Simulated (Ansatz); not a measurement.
CH₉BN₂Si, relaxed with RKS PBE0-D4/def2-TZVP in the Gaussian-basis code of Ansatz from a PBE-D4/def2-SVP geometry. The force threshold is 0.005 eV/Å; the program also tests the step.

Total charge 0; spin multiplicity 1. The bonds changed during the relaxation, so this is another structure than the one it started from.

Start:

```xyz
14

B    -0.293   -1.093    0.906
C    -0.167   -1.478   -0.591
N    -0.472   -0.694   -1.617
Si    0.757    0.641    0.978
N    -0.161    1.700   -0.170
H    -1.360   -0.513    1.158
H     0.026   -1.957    1.708
H     0.264   -2.454   -0.898
H    -0.617    0.327   -1.384
H    -0.249   -0.963   -2.579
H     0.841    1.252    2.362
H     2.160    0.688    0.409
H    -1.066    2.004    0.212
H     0.337    2.539   -0.492
```

```json
{"step": "1", "energy (eV)": "-12710.9283", "largest force (eV/Å)": "0.643", "largest move (Å)": "0.000"}
{"step": "2", "energy (eV)": "-12710.9910", "largest force (eV/Å)": "0.328", "largest move (Å)": "0.036"}
{"step": "3", "energy (eV)": "-12711.0086", "largest force (eV/Å)": "0.199", "largest move (Å)": "0.070"}
{"step": "4", "energy (eV)": "-12711.0151", "largest force (eV/Å)": "0.147", "largest move (Å)": "0.064"}
{"step": "5", "energy (eV)": "-12711.0231", "largest force (eV/Å)": "0.143", "largest move (Å)": "0.094"}
{"step": "6", "energy (eV)": "-12711.0262", "largest force (eV/Å)": "0.550", "largest move (Å)": "0.195"}
{"step": "7", "energy (eV)": "-12711.0357", "largest force (eV/Å)": "0.306", "largest move (Å)": "0.042"}
{"step": "8", "energy (eV)": "-12711.0443", "largest force (eV/Å)": "0.270", "largest move (Å)": "0.081"}
{"step": "9 (rejected)", "energy (eV)": "-12711.0430", "largest force (eV/Å)": "0.585", "largest move (Å)": "0.195"}
{"step": "10", "energy (eV)": "-12711.0526", "largest force (eV/Å)": "0.186", "largest move (Å)": "0.095"}
{"step": "11", "energy (eV)": "-12711.0557", "largest force (eV/Å)": "0.219", "largest move (Å)": "0.098"}
{"step": "12", "energy (eV)": "-12711.0579", "largest force (eV/Å)": "0.352", "largest move (Å)": "0.082"}
{"step": "13", "energy (eV)": "-12711.0614", "largest force (eV/Å)": "0.164", "largest move (Å)": "0.079"}
{"step": "14", "energy (eV)": "-12711.0632", "largest force (eV/Å)": "0.046", "largest move (Å)": "0.032"}
{"step": "15", "energy (eV)": "-12711.0637", "largest force (eV/Å)": "0.029", "largest move (Å)": "0.014"}
{"step": "16", "energy (eV)": "-12711.0638", "largest force (eV/Å)": "0.015", "largest move (Å)": "0.011"}
{"step": "17", "energy (eV)": "-12711.0638", "largest force (eV/Å)": "0.010", "largest move (Å)": "0.007"}
{"step": "18", "energy (eV)": "-12711.0638", "largest force (eV/Å)": "0.004", "largest move (Å)": "0.002"}
```

End:

```xyz
14

B    -0.479   -1.048    0.872
C    -0.066   -1.376   -0.540
N    -0.564   -0.874   -1.660
Si    0.743    0.601    0.886
N    -0.063    1.845   -0.029
H    -1.536   -0.471    1.023
H    -0.079   -1.788    1.732
H     0.793   -2.023   -0.721
H    -1.290   -0.177   -1.600
H    -0.080   -0.950   -2.538
H     0.973    0.960    2.320
H     2.096    0.494    0.259
H    -0.940    2.180    0.342
H     0.491    2.626   -0.348
```

It took 70 s on 4 threads of an Arm Neoverse V1 on a shared host, with 0.59 GiB of host memory at the peak.
